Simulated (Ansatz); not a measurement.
Ansatz (a quantum-chemistry and plane-wave program) input (SVWN5/def2-TZVPD):

Ansatz 0.2 input:
```yaml
crystal:
  periodic: [false, false, false]
  atoms:
    - {symbol: C, position_ang: [-3.28980223, 1.09353423, -0.29665468]}
    - {symbol: C, position_ang: [-1.82635200, 0.93642266, -0.67222996]}
    - {symbol: Se, position_ang: [-1.23761152, -0.92559354, -0.37510839]}
    - {symbol: C, position_ang: [0.66924887, -0.62600305, -0.67365297]}
    - {symbol: Se, position_ang: [1.50359716, 0.32321109, 0.83679764]}
    - {symbol: C, position_ang: [3.17975555, 0.80602474, -0.07017464]}
    - {symbol: H, position_ang: [-3.45312113, 0.86814703, 0.75805712]}
    - {symbol: H, position_ang: [-3.61506317, 2.12059125, -0.47650401]}
    - {symbol: H, position_ang: [-3.92884513, 0.43448493, -0.88722583]}
    - {symbol: H, position_ang: [-1.65735380, 1.16893613, -1.72301342]}
    - {symbol: H, position_ang: [-1.18305029, 1.56758690, -0.06188404]}
    - {symbol: H, position_ang: [0.80727271, -0.04347924, -1.58200854]}
    - {symbol: H, position_ang: [1.12389878, -1.60573270, -0.79323550]}
    - {symbol: H, position_ang: [3.76847428, 1.37818101, 0.64414812]}
    - {symbol: H, position_ang: [3.72710968, -0.08902384, -0.35689938]}
    - {symbol: H, position_ang: [2.97006546, 1.42144076, -0.94259582]}
basis:
  gaussian:
    orbitals: def2-TZVPD
hamiltonian:
  xc: {name: SVWN5}
output: {forces: true}
```

Output:

```
Functional definition: SVWN5
integrals: 0.54 GiB planned
2052 factors; their error is unknown
0.24 GiB of the device are held for the grids
2.58 GiB of device memory are held for the factors and their scratch space
mean field: 2.62 GiB planned
mean field evaluation 1: about -134758.8900 eV, gradient 1.1e2 eV
mean field evaluation 2: about -134693.9505 eV, gradient 1.8e2 eV
mean field evaluation 4: about -134785.1252 eV, gradient 1.7e1 eV
mean field evaluation 8: about -134785.8535 eV, gradient 2.4e-1 eV
mean field evaluation 16: about -134785.7806 eV, gradient 2.1e-3 eV
mean field -134785.78060459 eV, -4953.2860761354 hartree, gradient 1.3e-5 eV, S^2 0.000000; 0 other end points of the search recorded, 0 dependent functions left out
the calculation of the forces begins
reference -134785.78067848 eV, -4953.2860788507 hartree; 51, 51 occupied and 301, 301 virtual orbitals, 2052 factors
Total energy: -134785.78067848 eV, -4953.2860788507 hartree
Atom 0 at    -3.289802     1.093534    -0.296655 Å, force     0.775555    -0.158001    -0.186726 eV/Å
Atom 1 at    -1.826352     0.936423    -0.672230 Å, force    -0.567514    -0.557849     0.253002 eV/Å
Atom 2 at    -1.237612    -0.925594    -0.375108 Å, force     0.323199     0.526306    -0.070715 eV/Å
Atom 3 at     0.669249    -0.626003    -0.673653 Å, force    -0.439500     0.268272     0.679681 eV/Å
Atom 4 at     1.503597     0.323211     0.836798 Å, force     0.097968    -0.086605    -0.496383 eV/Å
Atom 5 at     3.179756     0.806025    -0.070175 Å, force    -0.643519    -0.208861     0.266533 eV/Å
Atom 6 at    -3.453121     0.868147     0.758057 Å, force    -0.040412    -0.076917     0.333989 eV/Å
Atom 7 at    -3.615063     2.120591    -0.476504 Å, force    -0.083589     0.301560    -0.057394 eV/Å
Atom 8 at    -3.928845     0.434485    -0.887226 Å, force    -0.192312    -0.207334    -0.185849 eV/Å
Atom 9 at    -1.657354     1.168936    -1.723013 Å, force     0.065925     0.038784    -0.371420 eV/Å
Atom 10 at    -1.183050     1.567587    -0.061884 Å, force     0.304358     0.195919     0.270732 eV/Å
Atom 11 at     0.807273    -0.043479    -1.582009 Å, force     0.036554     0.261359    -0.330664 eV/Å
Atom 12 at     1.123899    -1.605733    -0.793235 Å, force     0.138710    -0.380267    -0.014911 eV/Å
Atom 13 at     3.768474     1.378181     0.644148 Å, force     0.164006     0.182442     0.252566 eV/Å
Atom 14 at     3.727110    -0.089024    -0.356899 Å, force     0.160877    -0.310932    -0.066982 eV/Å
Atom 15 at     2.970065     1.421441    -0.942596 Å, force    -0.100306     0.212123    -0.275460 eV/Å
Dipole moment:     0.154359     0.261984    -0.333723 e Å
```
